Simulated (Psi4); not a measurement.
F4Ti, charge +1, doublet, at a GFN2-xTB geometry (such geometries of metal compounds can be far from the true shape) (the multiplicity is a formal guess); PBE/3-21G in Psi4.

The Psi4 input:
```
memory 2 GB

molecule {
1 2
Ti    0.00000000    0.00000000    0.00000000
F     1.11216813    0.79984052   -1.03505710
F     0.85175917   -1.07124651    1.03679470
F    -1.12295623   -0.89058404   -0.94542868
F    -0.84097107    1.16199002    0.94369108
}

set {
  basis 3-21g
  reference uks
}

energy('pbe')
print_variables()
```

It wrote (shortened):

```
   => Loading Basis Set <=

    Name: 3-21G
    Role: ORBITAL
    Keyword: BASIS

         ---------------------------------------------------------
                                   SCF
               by Justin Turney, Rob Parrish, Andy Simmonett
                          and Daniel G. A. Smith
                              UKS Reference
         ---------------------------------------------------------

  ==> Geometry <==

    Molecular point group: c2
    Full point group: Td

    Geometry (in Angstrom), charge = 1, multiplicity = 2:

       Center              X                  Y                   Z               Mass
    ------------   -----------------  -----------------  -----------------  -----------------
         TI          -0.000000000000     0.000000000000     0.000000001517    47.947941980000
         F           -0.992165799342    -0.990426355319     0.991296458516    18.998403162730
         F           -0.990426352855     0.992165803378    -0.991296460430    18.998403162730
         F            0.990426352855    -0.992165803378    -0.991296460430    18.998403162730
         F            0.992165799342     0.990426355319     0.991296458516    18.998403162730

  Running in c2 symmetry.

  Rotational constants: A =      0.11287  B =      0.11287  C =      0.11287 [cm^-1]
  Rotational constants: A =   3383.78689  B =   3383.78689  C =   3383.78688 [MHz]
  Nuclear repulsion =  335.822065155969028

  Charge       = 1
  Multiplicity = 2
  Electrons    = 57
  Nalpha       = 29
  Nbeta        = 28

  ==> Algorithm <==

  SCF Algorithm Type is DF.
  DIIS enabled.
  MOM disabled.
  Fractional occupation disabled.
  Guess Type is SAD.
  Energy threshold   = 1.00e-06
  Density threshold  = 1.00e-06
  Integral threshold = 1.00e-12

  ==> Primary Basis <==

  Basis Set: 3-21G
    Blend: 3-21G
    Number of shells: 31
    Number of basis functions: 65
    Number of Cartesian functions: 65
    Spherical Harmonics?: false
    Max angular momentum: 2

  ==> DFT Potential <==

   => LibXC <=

    Version 7.1.2
    S. Lehtola, C. Steigemann, M. J. T. Oliveira, and M. A. L. Marques,  SoftwareX 7, 1–5 (2018) (10.1016/j.softx.2017.11.002)

   => Composite Functional: PBE <=

    PBE GGA Exchange-Correlation Functional

    J.P. Perdew et. al., Phys. Rev. Lett., 77(18), 3865-3868, 1996

    Deriv               =              1
    GGA                 =           TRUE
    Meta                =          FALSE

    Exchange Hybrid     =          FALSE
    MP2 Hybrid          =          FALSE

   => Exchange Functionals <=

    1.0000     XC_GGA_X_PBE

   => Correlation Functionals <=

    1.0000     XC_GGA_C_PBE

   => LibXC Density Thresholds  <==

    XC_GGA_C_PBE:  1.00E-12
    XC_GGA_X_PBE:  1.00E-15

   => Molecular Quadrature <=

    Radial Scheme          =       TREUTLER
    Pruning Scheme         =           NONE
    Nuclear Scheme         =       TREUTLER

    Blocking Scheme        =         OCTREE
    BS radius alpha        =              1
    Pruning alpha          =              1
    Radial Points          =             75
    Spherical Points       =            302
    Total Points           =         110268
    Total Blocks           =            852
    Max Points             =            255
    Max Functions          =             62
    Weights Tolerance      =       1.00E-15

   => Loading Basis Set <=

    Name: (3-21G AUX)
    Role: JKFIT
    Keyword: DF_BASIS_SCF

  ==> Integral Setup <==

  SCF_SUBTYPE=INCORE selected. In-core MEM_DF algorithm will be used.
  Using in-core AOs.

  ==> MemDFJK: Density-Fitted J/K Matrices <==

    J tasked:                   Yes
    K tasked:                    No
    wK tasked:                   No
    Algorithm:                 Core
    Schwarz Cutoff:           1E-12
    Mask sparsity (%):       4.3550
    Fitting Condition:        1E-10

   => Auxiliary Basis Set <=

  Basis Set: (3-21G AUX)
    Blend: DEF2-UNIVERSAL-JKFIT
    Number of shells: 158
[...]
   @DF-UKS iter  17: -1241.80859228275062   -1.42298e-02   6.28905e-03 ADIIS/DIIS
   @DF-UKS iter  18: -1241.81108347539475   -2.49119e-03   6.10981e-03 ADIIS/DIIS
   @DF-UKS iter  19: -1241.81778676692034   -6.70329e-03   5.66217e-03 ADIIS/DIIS
   @DF-UKS iter  20: -1241.80738588490703    1.04009e-02   6.45457e-03 ADIIS/DIIS
   @DF-UKS iter  21: -1241.83225240966681   -2.48665e-02   4.43135e-03 ADIIS/DIIS
   @DF-UKS iter  22: -1241.85016996230775   -1.79176e-02   1.82572e-03 ADIIS/DIIS
   @DF-UKS iter  23: -1241.85367274614669   -3.50278e-03   2.79937e-04 ADIIS/DIIS
   @DF-UKS iter  24: -1241.85371784053450   -4.50944e-05   1.89108e-04 ADIIS/DIIS
   @DF-UKS iter  25: -1241.85373713816284   -1.92976e-05   1.33695e-04 ADIIS/DIIS
   @DF-UKS iter  26: -1241.85374623617827   -9.09802e-06   9.55450e-05 DIIS
   @DF-UKS iter  27: -1241.85375516936847   -8.93319e-06   2.53070e-05 DIIS
   @DF-UKS iter  28: -1241.85375570315023   -5.33782e-07   1.16584e-05 DIIS
   @DF-UKS iter  29: -1241.85375582949086   -1.26341e-07   4.04413e-06 DIIS
   @DF-UKS iter  30: -1241.85375584285202   -1.33612e-08   1.94999e-06 DIIS
   @DF-UKS iter  31: -1241.85375584686903   -4.01701e-09   5.38568e-08 DIIS
  Energy and wave function converged.

  ==> Post-Iterations <==

   Electrons on quadrature grid:
      Nalpha   =   29.0000569647 ; deviation = 5.696e-05
      Nbeta    =   28.0000513162 ; deviation = 5.132e-05
      Ntotal   =   57.0001082809 ; deviation = 1.083e-04

   @Spin Contamination Metric:   5.079538981E-03
   @S^2 Expected:                7.500000000E-01
   @S^2 Observed:                7.550795390E-01
   @S   Expected:                5.000000000E-01
   @S   Observed:                5.000000000E-01

    Orbital Energies [Eh]
    ---------------------

    Alpha Occupied:

[...]
    Alpha Virtual:

[...]
    Beta Occupied:

[...]
      13B     -0.623010

    Beta Virtual:

[...]
      35A     14.698978

    Final Occupation by Irrep:
              A     B
    DOCC [    15,   13 ]
    SOCC [     0,    1 ]
    NA   [    15,   14 ]
    NB   [    15,   13 ]

  @DF-UKS Final Energy: -1241.85375584686903

   => Energetics <=

    Nuclear Repulsion Energy =            335.8220651559690282
    One-Electron Energy =               -2366.4300070691415385
    Two-Electron Energy =                 871.4632791207324090
    DFT Exchange-Correlation Energy =     -82.7090930544288483
    Empirical Dispersion Energy =           0.0000000000000000
    VV10 Nonlocal Energy =                  0.0000000000000000
    Total Energy =                      -1241.8537558468690349

  UHF NO Occupations:
  HONO-2 :   14  A 1.9995875
  HONO-1 :   15  A 1.9985666
  HONO-0 :   14  B 1.0000000
  LUNO+0 :   16  A 0.0014334
  LUNO+1 :   17  A 0.0004125
  LUNO+2 :   15  B 0.0004115
  LUNO+3 :   18  A 0.0001231

Computation Completed

Properties will be evaluated at   0.000000,   0.000000,   0.000000 [a0]

Properties computed using the SCF density matrix

 Multipole Moments:

 ------------------------------------------------------------------------------------
     Multipole            Electronic (a.u.)      Nuclear  (a.u.)        Total (a.u.)
 ------------------------------------------------------------------------------------

 L = 1.  Multiply by 2.5417464519 to convert [e a0] to [Debye]
 Dipole X            :          0.0000000            0.0000000            0.0000000
 Dipole Y            :          0.0000000            0.0000000            0.0000000
 Dipole Z            :         -0.0000027           -0.0000000           -0.0000027
 Magnitude           :                                                    0.0000027

 ------------------------------------------------------------------------------------

  Variable Map:
  ----------------------------------------------------------------------------
[...]
  Array Variable Map:
  ----------------------------------------------------------------------------
[...]
[...]
```
